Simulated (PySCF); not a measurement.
Several orderings of computed values.

Species are written as SMILES; each is one conformer at its optimised geometry, gas phase, non-relativistic unless stated. Electronic properties by PySCF.

Dipoles, sizes and rotational constants follow the conformer. The torsions of the flexible species, by atom-mapped SMILES:
- `[CH3:1][C:2]([CH3:3])([CH2:4][SiH2:5][SiH3:6])[NH:7][SiH3:8]`: C1–C2–C4–Si5 -176°, C2–C4–Si5–Si6 54°, C1–C2–N7–Si8 -78°
- `[CH3:1]/[N:2]=[CH:3]/[CH:4]1[CH2:5][O:6][CH2:7]1`: N2–C3–C4–C5 -131°
- `[CH3:1][CH:2]([CH3:3])/[CH:4]=[C:5](/[C:6](=[O:7])[F:8])[C:9]([F:10])([F:11])[F:12]`: C1–C2–C4–C5 -125°, C4–C5–C6–O7 -178°, C4–C5–C9–F10 119°
- `[CH3:1]/[CH:2]=[CH:3]\[C:4](=[O:5])[NH:6][CH3:7]`: C2–C3–C4–O5 0°, C3–C4–N6–C7 180°
- `[CH3:1][CH2:2][C:3]1=[CH:4][P@@H:5]1=[S:6]`: C1–C2–C3–C4 -1°
- `[F:1][C:2]([F:3])=[C:4]([F:5])[PH:6][CH:7]1[CH2:8][CH2:9]1`: C2–C4–P6–C7 114°, C4–P6–C7–C8 -68°
- `[CH3:1][CH2:2][Si:3]([SiH3:4])([SiH3:5])[N:6]([CH3:7])[CH3:8]`: C1–C2–Si3–Si4 177°, C2–Si3–N6–C7 -166°
- `[CH2:1]=[CH:2][CH2:3][P@:4]1(=[O:5])[C:6]([CH3:7])=[C:8]1[F:9]`: C1–C2–C3–P4 -104°, C2–C3–P4–O5 -177°
- `[F:1][C:2]([F:3])=[C:4]([F:5])[P:6]1[CH2:7][CH2:8][CH2:9]1`: C2–C4–P6–C7 -69°

The conformers of `O=CN1CCCC1` aren't listed.

(1) Rank by smallest rotational constant, highest first (GFN2-xTB).
A. `C/N=C/C1COC1`
B. `C1[P@@H](C=1CC)=S`
C. `CC(C)(C[SiH2][SiH3])N[SiH3]`
D. `CC(C)/C=C(/C(=O)F)C(F)(F)F`
E. `C/C=C\C(=O)NC`
F. `C=C1C[C@@H](F)/C1=C/F`

(2) Give the two extremes of that set in cm⁻¹.

(3) Rank by static isotropic polarisability, lowest first (B3LYP/def2-SVPD at GFN2-xTB geometries).
A. `CCC1=C[P@@H]1=S`
B. `FC(F)=C(F)PC1CC1`
C. `C/C=C\C(=O)NC`
D. `O=CN1CCCC1`

(4) Give the two extremes of that set as polarisability volumes in Å³.

(5) Rank by HOMO energy, lowest first (PBE0/pcSseg-1 at GFN2-xTB geometries).
A. `C/N=C/C1COC1`
B. `C=CC[P@]1(=O)C(C)=C1F`
C. `CC(C)(C[SiH2][SiH3])N[SiH3]`
D. `FC(=O)/C(C(F)(F)F)=C/C(C)C`
E. `CC[Si]([SiH3])([SiH3])N(C)C`

(6) Rank by lowest singlet excitation, highest first (TDDFT B3LYP/def2-SVPD at GFN2-xTB geometries).
A. `FC(F)=C(F)PC1CC1`
B. `CCC1=C[P@@H]1=S`
C. `O=CN1CCCC1`
D. `C(NC)(/C=C\C)=O`
E. `C(F)(=C(F)P1CCC1)F`

(7) By how much do the two ends of that ranking differ?

(8) Rank by dipole moment, highest first (PBE0/pcSseg-1 at GFN2-xTB geometries).
A. `N(/C)=C\C1COC1`
B. `CC(C)(C[SiH2][SiH3])N[SiH3]`
C. `FC(/C(=C/C(C)C)C(F)(F)F)=O`
D. `CC[Si]([SiH3])([SiH3])N(C)C`
E. `C=CC[P@]1(=O)C(C)=C1F`

(9) Rank by HOMO–LUMO gap, highest first (PBE0/pcSseg-1 at GFN2-xTB geometries).
A. `CC(C)/C=C(/C(=O)F)C(F)(F)F`
B. `CC[Si]([SiH3])([SiH3])N(C)C`
C. `CC(C)(C[SiH2][SiH3])N[SiH3]`
D. `C1C(CO1)/C=N/C`

## Answers

(1) E (1.269 GHz), A (1.212 GHz), F (1.133 GHz), B (1.026 GHz), C (0.623 GHz), D (0.526 GHz).

(2) `CC(C)/C=C(/C(=O)F)C(F)(F)F`: 0.0175 cm⁻¹; `C/C=C\C(=O)NC`: 0.0423 cm⁻¹.

(3) D (69.5 au), C (76.3 au), B (85.9 au), A (95.6 au).

(4) `O=CN1CCCC1`: 10.29 Å³; `CCC1=C[P@@H]1=S`: 14.16 Å³.

(5) D (-8.99 eV), B (-7.59 eV), A (-7.24 eV), C (-6.97 eV), E (-6.19 eV).

(6) A (5.65 eV), C (5.50 eV), E (4.95 eV), D (4.57 eV), B (4.20 eV).

(7) By 1.45 eV, between `FC(F)=C(F)PC1CC1` and `CCC1=C[P@@H]1=S`.

(8) C (5.21 D), E (4.15 D), B (1.86 D), A (1.69 D), D (1.43 D).

(9) C (7.24 eV), D (7.07 eV), A (6.73 eV), B (5.79 eV).
